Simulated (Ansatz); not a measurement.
A made-up structure of CH₃NSe, singlet:

N1  (0.071, 0.470, -0.356)
C2  (-0.251, -0.589, 0.380)
Se3  (1.767, 1.348, -0.376)
H4  (-1.216, -1.024, 0.338)
H5  (0.475, -1.012, 1.026)
H6  (-0.693, 0.802, -0.943)
(Å)

It is relaxed with PBE-D4/def2-SVP and then PBE0-D4/def2-TZVP (Ansatz 0.2.0). Atoms count as bonded within 1.22 times the sum of their covalent radii (H–H: 0.88 Å). The end point is not checked to be a true minimum.

Does its bonding change? (Judge from chemistry; the calculation decides.)

Computed: No: no bond forms or breaks.

Where it ends: The first stage lowers the energy by 0.16 eV in 4 steps. It ends as CH₃NSe ([CH2][NH][Se]):
N1  (0.093, 0.437, -0.320)
C2  (-0.241, -0.587, 0.382)
Se3  (1.681, 1.350, -0.413)
H4  (-1.243, -0.990, 0.299)
H5  (0.494, -1.026, 1.045)
H6  (-0.631, 0.811, -0.925)
(Å)

Labels in which every atom is bracketed show which atoms are joined, not bond orders.

For scale, one of the runs: PBE0-D4/def2-TZVP relaxation, 128 basis functions, launched by `ansatz run in.yaml --threads 2 --pin off --events-out ev --progress --plain --max-ram 4352MiB`. The run took about 15 s on 2 CPU threads of an Arm Neoverse V1 (shared host).
